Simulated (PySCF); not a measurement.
HfF₂, triplet: data card

All numbers come from UPBE0 in PySCF with Hf def2-TZVP with ECP60, F def2-TZVP; scalar-relativistic core potentials, no spin–orbit coupling; density-fitted integrals.

The structure is a higher-order saddle point with 2 imaginary modes (one degenerate set).

Coordinates in bohr (charge 0 multiplicity 3):
```
Hf    0.0000    0.0000    0.0000
F     0.0000    0.0000    3.6536
F     0.0000    0.0000   -3.6536
```

```json
{
 "Point group": "D∞h",
 "Bond lengths": "Hf–F 1.933 Å (×2)",
 "Bond angles": "F–Hf–F 180.0°",
 "Principal polarisabilities": "38.7, 62.6, 62.6 bohr³",
 "Lowest empty level (β)": "-2.79 eV",
 "Spin squared ⟨S²⟩": "2.003",
 "Highest occupied level (α)": "-5.35 eV",
 "Principal quadrupole moments (Buckingham, traceless) about the centre of mass": "-14.36, 7.18, 7.18 D Å",
 "Dipole moment": "0.00 D",
 "Zero-point energy (real modes)": "7.3 kJ/mol",
 "Atomisation energy without zero-point energy": "1241 kJ/mol",
 "Rotational constants": "0.1187 cm⁻¹"
}
```

Harmonic modes (masses in u: Hf 179.947, F 18.998):
| symmetry | ω (cm⁻¹) | IR (km/mol, summed over degenerate members) | μ (u) | type |
| --- | --- | --- | --- | --- |
| πu | 72i | – | 22.51 | bend |
| σu+ | 597 | 221 | 22.51 | stretch |
| σg+ | 627 | 0.0 | 19.00 | stretch |

In D∞h the vibrations span πu + σu+ + σg+. The σg+ mode carries no infrared intensity, as symmetry demands. With a centre of inversion only u modes can be infrared active and only g modes Raman active.

Charges (e):
```json
{"atom": "Hf1", "Mulliken": "0.95", "Löwdin": "0.58", "polar tensor": "1.16", "spin (Mulliken)": "2.06", "Mayer order to Hf1": "–"}
{"atom": "F2,3", "Mulliken": "-0.47", "Löwdin": "-0.29", "polar tensor": "-0.58", "spin (Mulliken)": "-0.03", "Mayer order to Hf1": "0.93"}
```

Mulliken populations on Hf1 (electrons outside its core potential): s 2.82, p 6.19, d 1.93, f 0.12.

Outer orbital energies (eV). α occupied: -12.85, -11.66, -11.66, -11.16, -11.16, -10.87, -6.11, -5.35; empty: -2.28, -0.55, -0.55, -0.45. β occupied: -12.83, -11.66, -11.66, -11.22, -11.22, -10.89; empty: -2.79, -1.26, -0.81, 0.20.

This need not be the most stable arrangement of these atoms. Open d and f shells are described by one determinant, and the ground state may have another occupation or spin. With an element this heavy the missing spin–orbit coupling can shift these numbers.

The final relaxation and frequency run took about 40 core-seconds on a shared host.
